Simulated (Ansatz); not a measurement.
I2Sb, doublet, at a GFN2-xTB geometry (the spin is typed, not shown lowest) (core potentials on I, Sb). Base run: CAM-B3LYP/def2-SVP in Ansatz (a program for electronic structure).

Geometry (Å):
```xyz
3

Sb     1.0531     0.5302     0.2949
I     -0.8799     1.2545    -1.5231
I     -0.1334    -1.7647     1.2394
```
Charge 0, spin multiplicity 2.
Orbitals are unrestricted.
All else is at Ansatz's defaults.

Variants of this job, named by their change:

| change | basis functions | E (Eh) | core-seconds (rough) |
|---|---|---|---|
| base | 78 | -835.70870 | 6 |
| basis = def2-SV(P) | 78 | -835.70870 | 6 |
| basis = STO-3G | 81 | -19959.82385 | 6 |
| basis = 3-21G | 99 | -20070.58927 | 10 |
| basis = def2-SVPD | 102 | -835.71321 | 10 |
| basis = def2-TZVPP | 150 | -835.73963 | 10 |
| basis = def2-TZVP | 150 | -835.73963 | 10 |
| basis = def2-TZVPD | 174 | -835.74038 | 20 |
| basis = def2-QZVPP | 246 | -835.74455 | 30 |
| basis = def2-QZVP | 246 | -835.74455 | 20 |

Totals compare only among sets that treat the same electrons; sets with core potentials leave the core out.
